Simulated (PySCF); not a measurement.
TaF4Br, SMILES [F][Ta]([F])([F])([F])[Br], multiplicity 1.

The structure is a stationary point at PBE-D3(BJ)/def2-SVP. The spin state was assumed, not searched. The def2 effective core potentials stand for the cores of Ta; spin–orbit coupling is left out.

Two levels are set side by side: TDDFT-PBE/def2-SVPD (PySCF) and TDDFT-LC-ωPBE/def2-SVPD (PySCF). Vertical, same geometry. The lowest singlet is HOMO−1→LUMO 94 % with PBE and HOMO−1→LUMO 88 % with the other functional; states are paired by order. Differences are taken from unrounded values.

| quantity | TDDFT-LC-ωPBE | TDDFT-PBE | TDDFT-PBE minus TDDFT-LC-ωPBE |
|---|---|---|---|
| lowest singlet excitation (eV) | 6.07 | 5.07 | -1.00 |
| lowest triplet excitation (TDA) (eV) | 5.63 | 4.70 | -0.93 |
| first bright state (f over 0.05) (eV) | 6.95 | 6.04 | -0.91 |
| its oscillator strength | 0.11 | 0.11 | 0.00 |

Functionals without exact exchange tend to place singlet excitations lower, as here. Differences between two approximate levels are no errors against the true value.

Rough cost on one machine, each run with all the roots and properties that it gave: TDDFT-LC-ωPBE against TDDFT-PBE about 5 times.
